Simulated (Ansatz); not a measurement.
Consider the ligand exchange at a Ge–C bond: `[CH3][GeH2][CH](F)F` + CH₃NH₂ → `C[NH][GeH2][CH3]` + difluoromethane.

Gas-phase electronic energies from Ansatz, PBE0-D4/def2-TZVP geometries. CCSD(T)/CBS is the MP2 limit (def2-TZVPP, def2-QZVPP) plus CCSD(T) − MP2 in def2-TZVPP, frozen cores. This one scheme is used for every species. Functionals use def2-TZVPP. For Ge outer-core shells are correlated without core-valence functions, which leaves a few kJ/mol of doubt a bond. Scalar relativity is left out up to krypton. Each species was taken in one conformer, which may not be the lowest.

```csv
level,ΔE (kcal/mol),difference from CCSD(T)/CBS
PBE0-D4,-8.2,1.2
r2SCAN,-7.7,1.7
HF/def2-TZVPP,-11.7,-2.3
CCSD(T)/def2-TZVPP,-9.8,-0.4
HF/def2-QZVPP,-11.8,-2.4
MP2/def2-QZVPP,-10.8,-1.4
SCS-MP2/def2-QZVPP,-10.8,-1.4
HF/CBS(def2),-11.8,-2.4
MP2/CBS(def2),-10.6,-1.2
CCSD/CBS(def2),-9.5,-0.1
CCSD(T)/CBS,-9.4,0
```

Largest T1 diagnostic among the species: 0.012.

From PBE to PBE0 (25 % exact exchange), in def2-TZVPP and without D4, ΔE moves by −1.4 kcal/mol. The D4 term adds −0.8 kcal/mol with B3LYP and −0.5 kcal/mol with PBE0; it sums over pairs of atoms, weighted by their polarisabilities, and B3LYP, whose exchange is more repulsive, gets the larger term.

B3LYP here is the variant with VWN-RPA as its local correlation; programs differ in this.
